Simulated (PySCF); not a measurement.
Cartesian coordinates in Å; atom numbers follow the order of the lines, from 1:
```xyz
21

Si    0.6258    1.2647    0.0175
H     0.9956    1.5653    1.4424
C     2.1413    0.5915   -0.8572
H     2.9591    1.3301   -0.8407
H     1.9161    0.3541   -1.9090
H     2.5132   -0.3248   -0.3723
C    -0.0390    2.7886   -0.8273
H    -0.2868    2.5729   -1.8781
H     0.7010    3.6040   -0.8087
H    -0.9531    3.1414   -0.3264
O    -0.6207    0.1502    0.0133
C    -0.5801   -1.0971    0.6779
C    -0.3863   -2.2097   -0.3386
C    -1.8605   -1.2553    1.4759
H     0.2745   -1.1183    1.3870
H    -1.2127   -2.2005   -1.0665
H    -0.3608   -3.1956    0.1504
H     0.5556   -2.0758   -0.8913
H    -1.9593   -0.4412    2.2087
H    -2.7288   -1.2126    0.8001
H    -1.8811   -2.2156    2.0133
```

Calculated, not measured (PySCF 2.14): B3LYP/pcSseg-1 with gauge-including orbitals, PBE0-D3(BJ)/def2-SVP structure. One averaged value for each set of equivalent atoms, no relativistic terms, in vacuum, single conformer.

Chemical shifts δ = σref − σ; 13C (σref 179.24), 1H (σref 31.38), 29Si (σref 337.86) vs TMS; 17O (σref 334.04) vs H2O, all at this level.

```csv
atoms,nucleus,count,δ (ppm)
H15,1H,1,3.65
C13/C14,13C,2,?
O11,17O,1,79.8
H2,1H,1,4.80
H16/H17/H18/H19/H20/H21,1H,6,1.16
C12,13C,1,69.3
C3/C7,13C,2,-0.5
Si1,29Si,1,?
H4/H5/H6/H8/H9/H10,1H,6,?
```

Complete the table.

Results:


- C13/C14: 27.7 ppm, carbon bonded to C, 3 H
- H4/H5/H6/H8/H9/H10: 0.15 ppm, hydrogen on a carbon bonded to Si
- Si1: 3.4 ppm, silicon bonded to 2 C, O, H

Shifts are as computed. Against solution values, carbons near 30 ppm lie about +2 ppm off and those near 130 ppm about +6 ppm. Of 1313 compounds with measured shifts, 239 miss one by over three times the rms of a fit or turn the order of signals round; such compounds aren't used in these exercises. Experimental scales use liquid or dissolved standards, which lie at an offset from isolated H2O (liquid H2O: subtract about 36 ppm).
